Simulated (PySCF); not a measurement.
CH7ISi2.
Numbering: `[SiH3:1][CH2:2][SiH2:3][I:4]` (hydrogens: H5, H6, H7 on Si1; H8, H9 on C2; H10, H11 on Si3)

Computed by this run: PBE0-D3(BJ)/def2-SVP geometry optimisation, gas phase, def2 core potentials past Kr in PySCF; density fitting, grid level 1; the optimiser is geomeTRIC in internal coordinates, started from a GFN2-xTB structure with every atom displaced at random (about 0.01 Å).

Step 0: E = -24995.0774 eV
```
atom  x, y, z in Å  |  force x, y, z in eV/Å
Si1     0.8518   -0.2194   -0.0221   -1.222   0.191  -1.014
C2     -0.2230   -1.0540   -1.3705   -0.353   0.400   1.265
Si3    -2.1003   -0.9585   -1.0943    1.051  -0.610  -0.481
I4     -3.1694   -2.1209   -2.9553   -0.200  -0.141  -0.222
H5      0.4582    1.2127    0.0198    0.075   0.221   0.094
H6      0.5429   -0.8217    1.2603   -0.037  -0.364   0.807
H7      2.2554   -0.3383   -0.3611    0.864  -0.094  -0.115
H8      0.0946   -2.0899   -1.4415   -0.011  -0.645  -0.022
H9      0.0140   -0.6002   -2.3179    0.129   0.455  -0.830
H10    -2.5109   -1.6656    0.1229   -0.103  -0.129   0.435
H11    -2.6019    0.4039   -1.1239   -0.192   0.715   0.082
```

Step 1: E = -24995.1764 eV
```
atom  x, y, z in Å  |  force x, y, z in eV/Å
Si1     0.7871   -0.1798   -0.0303    0.249  -0.218   0.009
C2     -0.2150   -1.0552   -1.3675   -0.210  -0.143  -0.322
Si3    -2.0776   -1.0227   -1.1441    0.196   0.265   0.178
I4     -3.2831   -2.1078   -2.9858    0.039  -0.018  -0.016
H5      0.4974    1.2828    0.0295   -0.069   0.006  -0.043
H6      0.5199   -0.7805    1.3152   -0.028   0.035  -0.048
H7      2.2387   -0.3748   -0.3547   -0.060   0.074   0.074
H8      0.1062   -2.1127   -1.4364    0.046   0.140   0.068
H9      0.0273   -0.5896   -2.3442   -0.032  -0.054   0.150
H10    -2.4663   -1.7125    0.1183   -0.030  -0.047  -0.015
H11    -2.5230    0.4010   -1.0836   -0.101  -0.041  -0.034
```

**Question.** Estimate the geometry and energy of step 2. (The exact step hangs on the optimiser's Hessian estimate; all steps are aligned on step 1, rigid shifts and turns removed.)

**Answer.** E = -24995.1919 eV, largest force 0.163 eV/Å
```
atom  x, y, z in Å  |  force x, y, z in eV/Å
Si1     0.7971   -0.1952   -0.0371    0.091  -0.041   0.005
C2     -0.2167   -1.0570   -1.3740   -0.068  -0.041  -0.109
Si3    -2.0718   -1.0040   -1.1312    0.059   0.099   0.116
I4     -3.2578   -2.1040   -2.9768    0.000  -0.032  -0.047
H5      0.4816    1.2636    0.0092   -0.026   0.012  -0.004
H6      0.5144   -0.7899    1.3049   -0.019   0.005  -0.005
H7      2.2526   -0.3647   -0.3362   -0.010   0.023   0.020
H8      0.1065   -2.1103   -1.4382   -0.011   0.006   0.020
H9      0.0230   -0.5924   -2.3466   -0.005   0.002   0.023
H10    -2.4669   -1.7068    0.1231    0.001  -0.007  -0.007
H11    -2.5504    0.4087   -1.0809   -0.013  -0.025  -0.012
```

The energy changes by -0.0155 eV. The first-order estimate −F·Δx gives -0.0233 eV and the mean of the old and new forces, exact on a quadratic surface, -0.0148 eV. The step makes an angle of 61° with the force vector and moves no atom by more than 0.032 Å.

The cost below is that of the whole optimisation. On one thread of an Intel Xeon Platinum 8488C, shared host with 192 logical CPUs at a one-minute load of 34, this took 32 s and 0.47 GiB of memory at its peak.
